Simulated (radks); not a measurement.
Excited configurations of Yb+: one electron is placed in a higher orbital outside [Xe] 4f14. The ground configuration is [Xe] 4f14 6s1. Method: scalar-relativistic Kohn-Sham, r2SCAN, spin-polarised, spherical densities, finite nucleus; open shells are filled with parallel spins first (spin-orbit coupling, left out, can overturn this in heavy ions); meta-GGA in the generalised Kohn-Sham scheme; Fermi nuclear charge, rms radius 5.3108 fm; computed with a radial shooting solver on a logarithmic mesh with Libxc functionals. Excitation = E - E(ground); binding = E(ion) - E, where the ion is the core of charge +2; n* = 2/sqrt(2 binding) in atomic units, and the quantum defect is n - n*.

\begin{tabular}{lrrrr}
outer orbital & excitation (eV) & binding (eV) & quantum defect & eigenvalue (eV) \\ \hline
5d & 3.101 & 9.057 & 2.549 & -5.629 \\
6p & 3.799 & 8.359 & 3.448 & -6.535 \\
6d & 7.541 & 4.617 & 2.567 & -3.459 \\
6f & 9.898 & 2.260 & 1.093 & -1.729 \\
7s & 6.523 & 5.635 & 3.892 & -4.527 \\
7p & 7.794 & 4.364 & 3.469 & -3.485 \\
7d & 9.340 & 2.818 & 2.605 & -2.209 \\
7f & 10.559 & 1.599 & 1.166 & -1.260 \\
\end{tabular}

The Delta-SCF ionisation energy is 12.158 eV (NIST Atomic Spectra Database: 12.179 eV, measured). Self-interaction in the functional shifts the binding energies and quantum defects, so they are the method's values and not measured ones.
